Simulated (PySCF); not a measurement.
Gas-phase reaction: HfCl4.H2O + H2O ⇌ HfO2 + 4 HCl

Energies from PySCF, thermal terms from the rigid-rotor harmonic-oscillator model, ideal gas at 1 bar. † marks an energy on the PBE0/def2-TZVP geometry and frequencies; other levels use their own. MP2 freezes the core. All species are closed-shell singlets. B3LYP is the form with VWN-RPA correlation. Hf: scalar-relativistic def2 core potential, no spin-orbit coupling. Adducts (HfCl4.H2O) have no counterpoise correction, and HF, PBE, BLYP, B3LYP and PBE0 lack dispersion. HfCl4.H2O: computed as isolated molecules; such fragments, hydroxides, amides, oligomers or adducts are transient or little studied in the gas. MP2 isn't extrapolated to the basis-set limit; its ΔH°(298 K) is 826.4 kJ in def2-SVP and 837.9 kJ in def2-TZVPP. The harmonic model lacks anharmonicity and excited electronic states, which grow with temperature; levels with a mode under 35 cm⁻¹ are left out. Soft modes under 120 cm⁻¹ make the harmonic entropy rough for HfCl4.H2O.

| level | ΔE electronic, kJ | ΔH°(298 K), kJ | ΔS°(298 K), J/K | ΔG°(1400 K), kJ |
|---|---|---|---|---|
| B3LYP/def2-TZVP† | 846 | 801 | 387 | 281 |
| HF/def2-TZVP† | 991 | 947 | 387 | 427 |
| M06-2X/def2-TZVP† | 950 | 906 | 387 | 386 |
| MP2/def2-SVP† | 871 | 826 | 387 | 307 |
| MP2/def2-TZVPP† | 882 | 838 | 387 | 318 |
| PBE/def2-SVP | 859 | 816 | 385 | 298 |
| PBE0/def2-SVP† | 929 | 884 | 387 | 365 |
| PBE0/def2-TZVP | 889 | 845 | 387 | 325 |
| r2SCAN/def2-TZVP† | 892 | 847 | 387 | 327 |
| LDA/def2-TZVP† | 918 | 874 | 387 | 354 |
| ωB97X-V/def2-TZVP† | 917 | 872 | 387 | 352 |
ΔH° is lowest at B3LYP/def2-TZVP† and highest at HF/def2-TZVP†. No reference value is set beside these.
